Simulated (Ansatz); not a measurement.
CH4FNOSi can be A, `O/C(F)=N/[SiH3]`, or B, `NC1(F)O[SiH2]1`.

Program: Ansatz. Geometries: PBE0-D4/def2-TZVP. ΔE: electronic, gas phase. CCSD(T)/CBS adds triple-zeta CCSD(T) − MP2 to the extrapolated MP2 energy (def2 sets, frozen cores). DFT in def2-TZVPP. B3LYP here is the variant with VWN-RPA as its local correlation; programs differ in this. Each species was taken in one conformer, which may not be the lowest.

**Question.** Which is lower in electronic energy at CCSD(T)/CBS, and by how much? (Estimate.)

**Answer.** Ansatz gave: A, by 18.9 kcal/mol.

**Question.** Give E(B) − E(A) in kcal/mol with HF/def2-TZVPP, B3LYP-D4, PBE0-D4, ωB97M-V, CCSD/def2-TZVPP, CCSD(T)/def2-TZVPP, CCSD(T)/def2-SVP. (An estimate is asked.)

**Answer.** Computed: HF/def2-TZVPP 30.0, B3LYP-D4 21.8, PBE0-D4 19.1, ωB97M-V 19.5, CCSD/def2-TZVPP 21.3, CCSD(T)/def2-TZVPP 20.7, CCSD(T)/def2-SVP 25.6. None reverses the order clearly.

**Question.** Does the order hold for the free energy at 298.15 K (harmonic terms from PBE0-D4)? (Estimate.)

**Answer.** Ansatz gave: Yes: G(B) − G(A) = +21.4 kcal/mol, for one conformer each. Modes under 60 cm⁻¹, often nearly free rotors, make the harmonic entropy too high.

Largest T1 diagnostic: 0.014.

From BLYP to BHLYP (50 % exact exchange), in def2-TZVPP and without D4, E(B) − E(A) moves by +1.9 kcal/mol. In def2-TZVPP, CCSD(T) changes the Hartree–Fock value by −9.3 kcal/mol (the triples alone add −0.6 kcal/mol) and MP2 by −9.7 kcal/mol.
